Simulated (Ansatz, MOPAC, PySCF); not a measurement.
Precursor series Zn NH2-Br. All species are isolated molecules in the gas phase. One relaxed conformer stands for each flexible species; it need not be the lowest.

Quantity: redistribution energy (mixed species minus the weighted end members), in eV. Semi-empirical values (MOPAC) are differences of heats of formation.

Level 1: frozen-core CCSD(T)/def2-TZVPP // PBE-D3(BJ)/def2-SVP (Ansatz, a program for electronic structure)
Level 2: PBE-D3(BJ)/def2-TZVP // PBE-D3(BJ)/def2-SVP (PySCF)
Level 3: M06-2X/6-31G* (LANL2DZ on Zn) // PBE-D3(BJ)/def2-SVP (PySCF)
Level 4: PM6 // PBE-D3(BJ)/def2-SVP (MOPAC)

| species | level 2 | level 3 | level 4 |
|---|---|---|---|
| 1 of 2 NH2 replaced by Br: [Zn(NH2)(Br)] | -0.022 | -0.057 | 0.023 |

Q: What does level 1 give for each?

A: 
- 1 of 2 NH2 replaced by Br: [Zn(NH2)(Br)]: -0.029
